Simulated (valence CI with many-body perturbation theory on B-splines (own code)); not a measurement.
Hg LXVII: calculated level list

Level of theory: valence CI with perturbative core correlation (CI+MBPT): four valence electrons over a frozen Dirac-Fock core [Ne], radial functions for each j: 9 s, 9 p, 8 d, 6 f, 3 g, 1 h, with the one-electron correlation potential Σ1 (screened to all orders), the two-electron term Σ2, the three-electron term Σ3, Breit, model QED; selected single and double excitations, second order for the rest, scaled by the run's own slope (own B-spline code, finite nucleus).

No measured spectrum was set against this ion. As an estimate, large intervals hold to a few tenths of a per cent, small ones and those within an open d or f shell to about a per cent.

Levels 1 to 40 of 40, with energies above the lowest level, (3s^2 3p1/2^2) J=0. "Leading %" is the weight of the configuration and term that name the level; weights of strongly mixed levels are sums over their largest components and can fall short, so below about 35 % the name and the second component can differ from the true leading terms, or belong to a minority configuration. In the jj column 3d3/2^4 stands for four electrons in 3d with j = 3/2. Lifetimes count E1, E2, E3, M1 and M2 decay at the calculated energies, and are blank where another channel may lead or the interval is too uncertain; long ones can be off by a factor of two.

| No. | Configuration | Term | J | E (eV) | Leading % | g | Lifetime | Second component | Leading jj |
| --- | --- | --- | --- | --- | --- | --- | --- | --- | --- |
| 1 | 3s²3p² | ³P | 0 | 0.0 | 68 |  |  | 32 % 3s²3p² ¹S | 3s^2 3p1/2^2 (100 %) |
| 2 | 3s²3p² | ³P | 1 | 510.4 | 100 | 1.486 | 1.21 ns |  | 3s^2 3p1/2 3p3/2 (100 %) |
| 3 | 3s²3p² | ¹D | 2 | 520.5 | 65 | 1.156 | 49.0 ns | 35 % 3s²3p² ³P | 3s^2 3p1/2 3p3/2 (100 %) |
| 4 | 3s3p³ | ³P° | 2 | 702.5 | 47 | 1.509 | 28.6 ps | 26 % 3s3p³ ⁵S° | 3s 3p1/2^2 3p3/2 (97 %) |
| 5 | 3s3p³ | ³D° | 1 | 731.9 | 26 | 1.048 | 718 fs | 24 % 3s3p³ ¹P° | 3s 3p1/2^2 3p3/2 (80 %) |
| 6 | 3s²3p3d | ³F° | 2 | 753.4 | 74 | 0.751 | 76.5 ps | 20 % 3s²3p3d ¹D° | 3s^2 3p1/2 3d3/2 (99 %) |
| 7 | 3s²3p3d | ³D° | 1 | 803.6 | 42 | 0.884 | 111 fs | 25 % 3s²3p3d ¹P° | 3s^2 3p1/2 3d3/2 (80 %) |
| 8 | 3s²3p3d | ³P° | 2 | 892.1 | 46 | 1.279 | 2.05 ps | 34 % 3s²3p3d ³D° | 3s^2 3p1/2 3d5/2 (98 %) |
| 9 | 3s²3p3d | ³F° | 3 | 893.7 | 50 | 1.100 | 2.98 ps | 28 % 3s²3p3d ¹F° | 3s^2 3p1/2 3d5/2 (99 %) |
| 10 | 3s3p²3d | ³D | 1 | 950.3 | 45 | 0.449 | 14.1 ps | 37 % 3s3p²3d ⁵F | 3s 3p1/2^2 3d3/2 (99 %) |
| 11 | 3s3p²3d | ³D | 2 | 958.6 | 30 | 1.115 | 14.6 ps | 17 % 3s3p²3d ⁵F | 3s 3p1/2^2 3d3/2 (98 %) |
| 12 | 3s²3p² | ³P | 2 | 1039.0 | 64 | 1.311 | 258 ps | 34 % 3s²3p² ¹D | 3s^2 3p3/2^2 (99 %) |
| 13 | 3s²3p² | ¹S | 0 | 1061.4 | 67 |  | 329 ps | 31 % 3s²3p² ³P | 3s^2 3p3/2^2 (98 %) |
| 14 | 3s3p²3d | ³D | 3 | 1083.6 | 36 | 1.336 | 2.69 ps | 19 % 3s3p²3d ⁵D | 3s 3p1/2^2 3d5/2 (99 %) |
| 15 | 3s3p²3d | ³F | 2 | 1099.1 | 27 | 1.028 | 2.46 ps | 21 % 3s3p²3d ¹D | 3s 3p1/2^2 3d5/2 (98 %) |
| 16 | 3s3p³ | ³D° | 2 | 1202.0 | 49 | 1.527 | 988 fs | 45 % 3s3p³ ⁵S° | 3s 3p1/2 3p3/2^2 (96 %) |
| 17 | 3s3p³ | ³D° | 3 | 1223.0 | 95 | 1.309 | 1.41 ps |  | 3s 3p1/2 3p3/2^2 (95 %) |
| 18 | 3s3p³ | ³P° | 0 | 1235.0 | 84 |  | 789 fs | 15 % 3s²3p3d ³P° | 3s 3p1/2 3p3/2^2 (84 %) |
| 19 | 3s3p³ | ¹D° | 2 | 1250.8 | 54 | 1.084 | 387 fs | 14 % 3s²3p3d ³D° | 3s 3p1/2 3p3/2^2 (69 %) |
| 20 | 3s3p³ | ³P° | 1 | 1251.9 | 31 | 1.265 | 468 fs | 20 % 3s3p³ ³D° | 3s 3p1/2 3p3/2^2 (80 %) |
| 21 | 3s3p³ | ³S° | 1 | 1264.8 | 30 | 1.332 | 159 fs | 29 % 3s3p³ ³P° | 3s 3p1/2 3p3/2^2 (98 %) |
| 22 | 3s²3p3d | ³F° | 3 | 1304.9 | 46 | 1.074 | 239 fs | 38 % 3s²3p3d ¹F° | 3s^2 3p3/2 3d3/2 (95 %) |
| 23 | 3s²3p3d | ³D° | 2 | 1311.6 | 37 | 1.055 | 104 fs | 22 % 3s3p³ ¹D° | 3s^2 3p3/2 3d3/2 (67 %) |
| 24 | 3s²3p3d | ³P° | 1 | 1311.7 | 44 | 1.114 | 131 fs | 32 % 3s²3p3d ³D° | 3s^2 3p3/2 3d3/2 (81 %) |
| 25 | 3s²3p3d | ³P° | 0 | 1312.8 | 84 |  | 158 fs | 15 % 3s3p³ ³P° | 3s^2 3p3/2 3d3/2 (84 %) |
| 26 | 3s²3p3d | ³F° | 4 | 1395.1 | 99 | 1.235 | 668 ps |  | 3s^2 3p3/2 3d5/2 (99 %) |
| 27 | 3s²3p3d | ³P° | 2 | 1406.5 | 43 | 1.219 | 3.29 ps | 42 % 3s²3p3d ¹D° | 3s^2 3p3/2 3d5/2 (97 %) |
| 28 | 3s3p²3d | ⁵F | 2 | 1429.0 | 27 | 1.148 | 1.89 ps | 16 % 3p⁴ ³P | 3s 3p1/2 3p3/2 3d3/2 (74 %) |
| 29 | 3s²3p3d | ³D° | 3 | 1430.3 | 63 | 1.203 | 1.15 ps | 34 % 3s²3p3d ¹F° | 3s^2 3p3/2 3d5/2 (96 %) |
| 30 | 3s3p²3d | ⁵D | 0 | 1436.0 | 75 |  | 9.10 ps | 14 % 3s3p²3d ³P | 3s 3p1/2 3p3/2 3d3/2 (94 %) |
| 31 | 3s3p²3d | ⁵D | 1 | 1438.8 | 50 | 1.119 | 7.75 ps | 23 % 3s3p²3d ⁵F | 3s 3p1/2 3p3/2 3d3/2 (99 %) |
| 32 | 3s²3p3d | ¹P° | 1 | 1442.0 | 62 | 1.070 | 1.59 ps | 25 % 3s²3p3d ³P° | 3s^2 3p3/2 3d5/2 (97 %) |
| 33 | 3s3p²3d | ⁵F | 3 | 1445.0 | 42 | 1.122 | 7.13 ps | 35 % 3s3p²3d ³F | 3s 3p1/2 3p3/2 3d3/2 (98 %) |
| 34 | 3p⁴ | ³P | 2 | 1452.7 | 33 | 1.200 | 448 fs | 17 % 3p⁴ ¹D | 3p1/2^2 3p3/2^2 (50 %) |
| 35 | 3s3p²3d | ³G | 4 | 1464.2 | 32 | 1.146 | 24.4 ps | 19 % 3s3p²3d ¹G | 3s 3p1/2 3p3/2 3d3/2 (96 %) |
| 36 | 3p⁴ | ¹S | 0 | 1467.7 | 45 |  | 369 fs | 24 % 3p⁴ ³P | 3p1/2^2 3p3/2^2 (69 %) |
| 37 | 3s3p²3d | ³F | 2 | 1479.3 | 55 | 0.909 | 397 fs | 9 % 3s3p²3d ³P | 3s 3p1/2 3p3/2 3d3/2 (87 %) |
| 38 | 3s3p²3d | ³D | 3 | 1487.2 | 33 | 1.237 | 226 fs | 16 % 3s3p²3d ¹F | 3s 3p1/2 3p3/2 3d3/2 (96 %) |
| 39 | 3s3p²3d | ³P | 1 | 1492.1 | 30 | 1.657 | 209 fs | 27 % 3s3p²3d ⁵P | 3s 3p1/2 3p3/2 3d3/2 (98 %) |
| 40 | 3s3p²3d | ³D | 2 | 1495.5 | 24 | 1.350 | 145 fs | 19 % 3s3p²3d ⁵P | 3s 3p1/2 3p3/2 3d3/2 (85 %) |

The ionisation energy to 3s²3p ²P°1/2 of the next ion comes out as 8007.3 eV (NIST: 8010 ± 40 eV (theoretical)). All 40 levels together are meant to be complete up to 1496.3 eV.
